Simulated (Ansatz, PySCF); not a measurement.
Cl4SW, charge -1, doublet (typed; the unrestricted solution is spin-contaminated), geometry from GFN2-xTB (such geometries of metal compounds can be far from the true shape) (the multiplicity is a formal guess) (core potentials on W). Base run: HF/def2-SVP (PySCF).

The PySCF input:
```python
from pyscf import gto, scf

mol = gto.M(
    atom='''
W     0.002863   -0.077597    0.046711
S     0.071896   -1.948549    1.172959
Cl   -1.590222   -0.310375   -1.648105
Cl    1.550157    1.396227    0.994460
Cl    1.551266   -0.224722   -1.698370
Cl   -1.591331    1.310574    1.044725
''',
    basis='def2-svp',
    ecp={'W': 'def2-svp'},
    charge=-1,
    spin=1,
    verbose=4,
)

mf = scf.UHF(mol)
mf.kernel()
```

The same geometry, method and basis name were run in Ansatz (a first-principles code) and PySCF, at each program's defaults and at the settings that a row names. The base is PySCF at its defaults. Differences at the defaults can come from grids, fitting, cores and function types together.

```csv
code and settings,ΔE vs base (µEh),basis functions,E (Eh),SCF cycles
"PySCF, defaults (exact integrals, spherical functions)",0.0,122,-2301.51958,17
"Ansatz, defaults (factorised integrals, spherical functions)",15.9,122,-2301.51957,-
"PySCF, density fitting with def2-universal-jkfit",238,122,-2301.51934,17
"Ansatz, high accuracy",0.0,122,-2301.51958,-
```

Open shells are given as the SCF converged; they aren't shown to be the lowest states, and a large step between rows can be another state.
